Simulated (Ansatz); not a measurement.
**Which method gave which barrier?**

Saddle point of BSi$_{4}$H$_{10}$Cl$_{3}$O, singlet (Si₄H₁₀O ([OH][Si]([SiH3])([SiH3])[SiH3]) + BCl₃ ([Cl][B]([Cl])[Cl]) → BSi₄H₉Cl₂O ([SiH3][Si]([SiH3])([SiH3])[O][B]([Cl])[Cl]) + HCl; bonds formed: Cl2–H5; dative contacts that become bonds: B1–O6; bonds broken: B1–Cl2, H5–O6), PBE0-D4/def2-TZVP structure:

```json
{"atom": "B1", "x (Å)": "0.5951", "y (Å)": "-1.4548", "z (Å)": "1.9128"}
{"atom": "Cl2", "x (Å)": "0.3006", "y (Å)": "-0.3890", "z (Å)": "3.8294"}
{"atom": "Cl3", "x (Å)": "2.2141", "y (Å)": "-2.1664", "z (Å)": "1.9041"}
{"atom": "Cl4", "x (Å)": "-0.7847", "y (Å)": "-2.5500", "z (Å)": "1.6775"}
{"atom": "H5", "x (Å)": "0.2903", "y (Å)": "0.2715", "z (Å)": "2.4786"}
{"atom": "O6", "x (Å)": "0.4716", "y (Å)": "-0.1432", "z (Å)": "1.3062"}
{"atom": "Si7", "x (Å)": "-0.0293", "y (Å)": "0.2644", "z (Å)": "-0.2854"}
{"atom": "Si8", "x (Å)": "0.4328", "y (Å)": "2.5475", "z (Å)": "-0.5054"}
{"atom": "Si9", "x (Å)": "1.2425", "y (Å)": "-1.0033", "z (Å)": "-1.7916"}
{"atom": "Si10", "x (Å)": "-2.3269", "y (Å)": "-0.1367", "z (Å)": "-0.5542"}
{"atom": "H11", "x (Å)": "1.8860", "y (Å)": "2.8088", "z (Å)": "-0.3379"}
{"atom": "H12", "x (Å)": "-0.3280", "y (Å)": "3.3281", "z (Å)": "0.5066"}
{"atom": "H13", "x (Å)": "0.0049", "y (Å)": "2.9600", "z (Å)": "-1.8680"}
{"atom": "H14", "x (Å)": "0.7894", "y (Å)": "-0.6061", "z (Å)": "-3.1538"}
{"atom": "H15", "x (Å)": "0.9964", "y (Å)": "-2.4539", "z (Å)": "-1.5920"}
{"atom": "H16", "x (Å)": "2.6908", "y (Å)": "-0.7041", "z (Å)": "-1.6470"}
{"atom": "H17", "x (Å)": "-2.7992", "y (Å)": "0.7728", "z (Å)": "-1.6355"}
{"atom": "H18", "x (Å)": "-2.6044", "y (Å)": "-1.5396", "z (Å)": "-0.9502"}
{"atom": "H19", "x (Å)": "-3.0417", "y (Å)": "0.1937", "z (Å)": "0.7060"}
```

Computed with Ansatz 0.2.0 (basis: def2-TZVPP, with def2-QZVPP for the basis limit); correlated methods freeze the cores. B3LYP uses VWN-RPA correlation. Extrapolation: Hartree–Fock as exp(−7.88 √X), correlation as X^−2.97. Four methods, as single points on the PBE0-D4 structures, gave these electronic barriers from the start structure: 0.662, 0.784, 0.868, 1.136 eV.

(1) The methods were, in alphabetical order, B3LYP-D4, BLYP-D4, HF, MP2. Which gave which? (Judge from chemistry; the calculation decides.)

T1 diagnostic: at most 0.013.

Results:

(1) The calculation gives: BLYP-D4 0.662; B3LYP-D4 0.784; MP2 0.868; HF 1.136 eV. For comparison, CCSD(T) at an estimated basis limit (MP2 extrapolated from triple and quadruple zeta, plus CCSD(T) − MP2 in triple zeta) gives 0.931 eV.

The step is the kind of ligand exchange by which a precursor binds to a hydroxyl group, or is hydrolysed, in atomic layer deposition of oxides. Here a small cluster stands in for the surface site.

Labels in which every atom is bracketed show which atoms are joined, not bond orders.

For scale, one of the runs: CCSD(T)/def2-TZVPP, 496 basis functions, launched by `ansatz run in.yaml --threads 4 --pin off --events-out ev --progress --plain --max-ram 63488MiB --backend cuda --devices 0, --max-vram 37GiB`. Time: 30 s of wall clock on 4 CPU threads of an AMD EPYC 7R13 and a share of one NVIDIA H100; the host was shared. Peak host memory: 1.4 GiB.
